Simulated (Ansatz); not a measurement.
Ge(OEt)2Me2 (C₆H₁₆GeO₂), 25 atoms. Hardware: 2 threads of AMD EPYC 7R13 on a shared host and a share (18 GiB) of an NVIDIA H100 80GB HBM3.

The 6-31G sets use Cartesian d functions. Correlated methods freeze 17 core orbitals; core or outer-core shells of Ge are correlated, in sets that lack core-valence functions.

Q: How many basis functions does each of these Ansatz runs have, and roughly what does it cost? LC-ωPBE (ω = 0.10 bohr⁻¹)/def2-SVP, charge -1 doublet at the geometry of the charge 0 singlet, energy, from earlier orbitals; HF/6-31G, charge 0 singlet, energy; LC-ωPBE (ω = 0.15 bohr⁻¹)/def2-SVP, charge 0 singlet, energy, from earlier orbitals; LC-ωPBE (ω = 0.15 bohr⁻¹)/def2-SVP, charge -1 doublet at the geometry of the charge 0 singlet, energy, from earlier orbitals; LC-ωPBE (ω = 0.20 bohr⁻¹)/def2-SVP, charge 0 singlet, energy, from earlier orbitals; B2PLYP/def2-TZVP, charge 0 singlet, energy and forces, from earlier orbitals; PBE-D4/def2-TZVP, charge 0 triplet at the geometry of the charge 0 singlet, energy, from earlier orbitals; LC-ωPBE (ω = 0.15 bohr⁻¹)/def2-SVP, charge 1 doublet at the geometry of the charge 0 singlet, energy, from earlier orbitals; LC-ωPBE (ω = 0.30 bohr⁻¹)/def2-SVP, charge 0 singlet, energy, from earlier orbitals; HF/STO-3G, charge 0 singlet, energy; PBE0-D4/def2-TZVP, charge -1 doublet at the geometry of the charge 0 singlet, energy; CCSD(T)/def2-TZVP, charge 0 singlet, energy, from earlier orbitals.

A: Other jobs shared the machine, so times can vary by a factor of up to 3. A dash marks memory too small to be measured apart from the calling script's.

```json
{"run": "HF/STO-3G, charge 0 singlet, energy", "functions": "74", "fitting or Cholesky vectors": "989", "wall time": "0.85 s", "peak host memory (GiB)": "–"}
{"run": "HF/6-31G, charge 0 singlet, energy", "functions": "133", "fitting or Cholesky vectors": "1676", "wall time": "1.1 s", "peak host memory (GiB)": "–"}
{"run": "LC-ωPBE (ω = 0.20 bohr⁻¹)/def2-SVP, charge 0 singlet, energy, from earlier orbitals", "functions": "224", "fitting or Cholesky vectors": "2513", "wall time": "1.6 s", "peak host memory (GiB)": "0.91"}
{"run": "LC-ωPBE (ω = 0.30 bohr⁻¹)/def2-SVP, charge 0 singlet, energy, from earlier orbitals", "functions": "224", "fitting or Cholesky vectors": "2513", "wall time": "1.7 s", "peak host memory (GiB)": "0.89"}
{"run": "LC-ωPBE (ω = 0.15 bohr⁻¹)/def2-SVP, charge 0 singlet, energy, from earlier orbitals", "functions": "224", "fitting or Cholesky vectors": "2513", "wall time": "1.8 s", "peak host memory (GiB)": "0.91"}
{"run": "LC-ωPBE (ω = 0.15 bohr⁻¹)/def2-SVP, charge 1 doublet at the geometry of the charge 0 singlet, energy, from earlier orbitals", "functions": "224", "fitting or Cholesky vectors": "2513", "wall time": "2.2 s", "peak host memory (GiB)": "0.94"}
{"run": "LC-ωPBE (ω = 0.15 bohr⁻¹)/def2-SVP, charge -1 doublet at the geometry of the charge 0 singlet, energy, from earlier orbitals", "functions": "224", "fitting or Cholesky vectors": "2513", "wall time": "2.6 s", "peak host memory (GiB)": "0.94"}
{"run": "LC-ωPBE (ω = 0.10 bohr⁻¹)/def2-SVP, charge -1 doublet at the geometry of the charge 0 singlet, energy, from earlier orbitals", "functions": "224", "fitting or Cholesky vectors": "2513", "wall time": "2.8 s", "peak host memory (GiB)": "0.98"}
{"run": "PBE-D4/def2-TZVP, charge 0 triplet at the geometry of the charge 0 singlet, energy, from earlier orbitals", "functions": "392", "fitting or Cholesky vectors": "2444", "wall time": "3 s", "peak host memory (GiB)": "0.99"}
{"run": "PBE0-D4/def2-TZVP, charge -1 doublet at the geometry of the charge 0 singlet, energy", "functions": "392", "fitting or Cholesky vectors": "2487", "wall time": "4 s", "peak host memory (GiB)": "1.1"}
{"run": "B2PLYP/def2-TZVP, charge 0 singlet, energy and forces, from earlier orbitals", "functions": "392", "fitting or Cholesky vectors": "2728", "wall time": "4.6 s", "peak host memory (GiB)": "2.6"}
{"run": "CCSD(T)/def2-TZVP, charge 0 singlet, energy, from earlier orbitals", "functions": "392", "fitting or Cholesky vectors": "2728", "wall time": "20 s", "peak host memory (GiB)": "1.8"}
```
